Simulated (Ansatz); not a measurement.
Reaction (isomerisation): `[CH3][GeH]([CH3])[C]#N` → `C=N[C](=C)[GeH3]`

Computed with Ansatz on PBE0-D4/def2-TZVP structures; ΔE is electronic, products minus reactants. CCSD(T)/CBS is the MP2 limit (def2-TZVPP, def2-QZVPP) plus CCSD(T) − MP2 in def2-TZVPP, frozen cores. Functionals use def2-TZVPP. For Ge outer-core shells are correlated without core-valence functions, which leaves a few kJ/mol of doubt a bond. Scalar relativity is left out up to krypton. One conformer a species, not always the lowest.

**Question.** Is it downhill or uphill in electronic energy at CCSD(T)/CBS, and by how much? (An estimate is asked.)

**Answer.** The calculation gave: Uphill: ΔE = +2.06 eV.

**Question.** What do these levels give: ωB97X-V, HF/def2-TZVPP, SCS-MP2/def2-TZVPP, CCSD/def2-TZVPP, HF/def2-QZVPP, HF/CBS(def2)? (Best estimate.)

**Answer.** The calculation gave: ωB97X-V 2.06, HF/def2-TZVPP 2.22, SCS-MP2/def2-TZVPP 2.32, CCSD/def2-TZVPP 2.21, HF/def2-QZVPP 2.19, HF/CBS(def2) 2.19 eV.

Largest T1 diagnostic among the species: 0.013.

From PBE to PBE0 (25 % exact exchange), in def2-TZVPP and without D4, ΔE moves by +0.11 eV. The D4 term adds −0.06 eV with B3LYP and −0.03 eV with PBE0; it sums over pairs of atoms, weighted by their polarisabilities, and B3LYP, whose exchange is more repulsive, gets the larger term.

B3LYP here is the variant with VWN-RPA as its local correlation; programs differ in this.
